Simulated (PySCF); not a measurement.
CH3Cl2FGeO, singlet, at a GFN2-xTB geometry.

The PySCF input:
```python
from pyscf import gto, scf, mcscf, mrpt
import numpy

mol = gto.M(
    atom='''
C    -2.64301982    0.01036582   -0.66262634
O    -1.36570674    0.64129541   -0.63972672
Ge    0.13710583   -0.04147760   -0.08004707
F     0.43096675   -1.45880793   -1.10957450
Cl    1.57886136    1.38658409   -0.47632033
Cl    0.03561555   -0.81826648    1.86883889
H    -2.98106436   -0.23338158    0.34634226
H    -2.62333564   -0.89765853   -1.26654382
H    -3.32402214    0.73363737   -1.11136574
''',
    basis='sto-3g',
    verbose=3,
)

mf = scf.RHF(mol)
mf.kernel()
mc = mcscf.CASSCF(mf, 2, 2)
mc.fix_spin_(ss=0.0)
mc.kernel()
occ = numpy.linalg.eigvalsh(mc.fcisolver.make_rdm1(mc.ci, mc.ncas, mc.nelecas))[::-1]
ss = mc.fcisolver.spin_square(mc.ci, mc.ncas, mc.nelecas)[0]
print('natural occupations', occ.round(4), ' <S^2>', round(ss, 4))
e2 = mrpt.NEVPT(mc).kernel()
print('E(NEVPT2) = %.10f' % (mc.e_tot + e2))
```

Problem. Estimate the number of basis functions that CASSCF(2,2)+NEVPT2/STO-3G (PySCF) returns for this input.

Solution. 54

Problem. Give the total energy at the level CASSCF(2,2)+NEVPT2/STO-3G.

Solution. -3172.237678 Ha

Problem. Predict the SCF-reference dipole moment from CASSCF(2,2)+NEVPT2/STO-3G.

Solution. 2.04 D

Problem. Estimate the SCF-reference HOMO-LUMO gap that CASSCF(2,2)+NEVPT2/STO-3G returns for this input.

Solution. 16.33 eV

Problem. Give the nuclear repulsion energy at the level CASSCF(2,2)+NEVPT2/STO-3G.

Solution. 729.9690 Eh
